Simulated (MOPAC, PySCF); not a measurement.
CH$_{3}$ISi, SMILES `I[SiH]=C`, neutral singlet in the gas phase. 

Cartesian coordinates (Å):
```xyz
6

C     -0.9924    -0.2365     0.1118
Si     0.5891     0.3496    -0.0400
I      2.4927    -1.0517    -0.4808
H     -1.8076     0.4514     0.3087
H     -1.2488    -1.2841     0.0227
H      0.9669     1.7713     0.0776
```
Charge 0, multiplicity 1.

All levels are single points at this geometry (PBE0-D3(BJ)/def2-TZVP); Pople sets use spherical d functions. Orbital energies aren't observables, and empty levels follow the basis.

ωB97X-D3(BJ)/def2-TZVP in PySCF gives gap (eV) = 9.47.

Question: Estimate the gap (eV) from each of these levels: PBE0-D3(BJ)/def2-TZVP in PySCF; B3LYP/6-31G* (LANL2DZ on I) in PySCF; PBE/6-31G* (LANL2DZ on I) in PySCF; AM1 in MOPAC; PM3 in MOPAC.

Answer: 
```
level                                 gap (eV)
------------------------------------  --------
PBE0-D3(BJ)/def2-TZVP in PySCF            5.27
B3LYP/6-31G* (LANL2DZ on I) in PySCF      5.18
PBE/6-31G* (LANL2DZ on I) in PySCF        3.74
AM1 in MOPAC                              8.27
PM3 in MOPAC                              6.67
```
